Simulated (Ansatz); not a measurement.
Reaction (ligand exchange at a Ge–C bond): `F[CH](F)[GeH2][SiH3]` + `O[SiH3]` → `[SiH3][O][GeH2][SiH3]` + `FCF`

Gas-phase electronic energies from Ansatz, PBE0-D4/def2-TZVP geometries. CCSD(T)/CBS is the MP2 limit (def2-TZVPP, def2-QZVPP) plus CCSD(T) − MP2 in def2-TZVPP, frozen cores. This one scheme is used for every species. DFT in def2-TZVPP. For Ge outer-core shells are correlated without core-valence functions, which leaves a few kJ/mol of doubt a bond. Scalar relativity is left out up to krypton. Each species was taken in one conformer, which may not be the lowest.

| level | ΔE (eV) |
| --- | --- |
| B2PLYP | -0.76 |
| CCSD/def2-TZVPP | -0.78 |

What does CCSD(T)/CBS give? (An estimate is asked.)

Ansatz gave: -0.73 eV. The listed levels differ from it by -0.03, -0.05 eV.

Largest T1 diagnostic among the species: 0.012.

In def2-TZVPP, CCSD(T) changes the Hartree–Fock value by +0.24 eV (the triples alone add +0.03 eV) and MP2 by +0.22 eV. From PBE to PBE0 (25 % exact exchange), in def2-TZVPP and without D4, ΔE moves by −0.08 eV.
